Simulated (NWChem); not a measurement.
# SiH3OF; SMILES [SiH2](O)F

```xyz
6

Si    -0.4548     0.0188     0.0010
O      0.4607    -1.3526    -0.0714
F      0.4705     1.3390    -0.0219
H     -1.2987     0.0012    -1.2099
H     -1.2440     0.0821     1.2577
H      0.9899    -1.5765     0.7066
```
Atoms are numbered in this order, from 1.

All runs: NWChem. The geometry was optimised at B3LYP/6-31G* (spherical d). Ions are spin-unrestricted doublets at the neutral geometry; other ion states weren't tried.

```json
[
 {"level": "B3LYP/def2-SVPD", "vertical ionisation energy, ΔSCF (eV)": "11.95", "−ε(HOMO) (eV)": "9.21", "ΔSCF minus −ε(HOMO) (eV)": "2.74"},
 {"level": "PBE/def2-SVPD", "vertical ionisation energy, ΔSCF (eV)": "11.48", "−ε(HOMO) (eV)": "7.90", "ΔSCF minus −ε(HOMO) (eV)": "3.58"},
 {"level": "CAM-B3LYP/def2-SVPD", "vertical ionisation energy, ΔSCF (eV)": "12.17", "−ε(HOMO) (eV)": "10.88", "ΔSCF minus −ε(HOMO) (eV)": "1.29"},
 {"level": "r2SCAN/def2-SVPD", "vertical ionisation energy, ΔSCF (eV)": "?", "−ε(HOMO) (eV)": "?", "ΔSCF minus −ε(HOMO) (eV)": "?"},
 {"level": "M06-2X/def2-SVPD", "vertical ionisation energy, ΔSCF (eV)": "12.27", "−ε(HOMO) (eV)": "10.79", "ΔSCF minus −ε(HOMO) (eV)": "1.48"}
]
```

Some entries are withheld; supply them.


- r2SCAN/def2-SVPD, vertical ionisation energy, ΔSCF (eV): 11.69
- r2SCAN/def2-SVPD, −ε(HOMO) (eV): 8.27
- r2SCAN/def2-SVPD, ΔSCF minus −ε(HOMO) (eV): 3.42
